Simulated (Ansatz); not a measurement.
Computed with Ansatz on PBE0-D4/def2-TZVP structures; ΔE is electronic, products minus reactants. CCSD(T)/CBS is the MP2 limit (def2-TZVPP, def2-QZVPP) plus CCSD(T) − MP2 in def2-TZVPP, frozen cores. This one scheme is used for every species. For Se outer-core shells are correlated without core-valence functions, which leaves a few kJ/mol of doubt a bond. Scalar relativity is left out up to krypton. Each species was taken in one conformer, which may not be the lowest.

`C[CH2][AlH][SeH]` + CH₃OH → `C[O][AlH][SeH]` + `CC`  (ligand exchange at the Al–C bond)

`C[CH2][AlH][SeH]`:

```xyz
11

C     1.229    0.104    0.565
C     0.515    0.232   -0.777
Al   -1.414   -0.091   -0.806
Se   -2.567   -0.647    1.132
H     0.830    0.805    1.303
H     2.301    0.303    0.479
H     1.121   -0.899    0.986
H     0.673    1.233   -1.201
H     0.959   -0.450   -1.514
H    -2.303    0.003   -2.115
H    -1.344   -0.591    1.946
```

CH₃OH:

```xyz
6

C     0.235   -0.202   -0.176
O    -0.413    0.357    0.943
H     1.014   -0.864    0.204
H     0.712    0.559   -0.806
H    -0.444   -0.797   -0.798
H    -1.103    0.947    0.633
```

`C[O][AlH][SeH]`:

```xyz
9

C     0.948   -0.854   -0.659
O    -0.429   -0.681   -0.522
Al   -1.489    0.348    0.274
Se   -0.695    2.079    1.600
H     1.242   -0.728   -1.706
H     1.526   -0.141   -0.057
H     1.231   -1.865   -0.347
H    -3.034    0.121    0.107
H     0.701    1.722    1.311
```

`CC`:

Cartesian coordinates in Å:
```
C 0.183 0.569 -0.469
C -0.183 -0.569 0.469
H -0.701 0.977 -0.965
H 0.666 1.389 0.068
H 0.872 0.237 -1.249
H 0.701 -0.977 0.965
H -0.666 -1.389 -0.068
H -0.872 -0.237 1.249
```

```json
{"level": "HF/def2-TZVPP", "ΔE (kJ/mol)": "-162.2"}
{"level": "MP2/def2-TZVPP", "ΔE (kJ/mol)": "-148.9"}
```

Task: What does CCSD(T)/CBS give? (Estimate.)

Result: The calculation gave: -144.8 kJ/mol. The listed levels differ from it by -17.4, -4.1 kJ/mol.

Largest T1 diagnostic among the species: 0.011.

In def2-TZVPP, CCSD(T) changes the Hartree–Fock value by +15.6 kJ/mol (the triples alone add +2.1 kJ/mol) and MP2 by +13.3 kJ/mol.
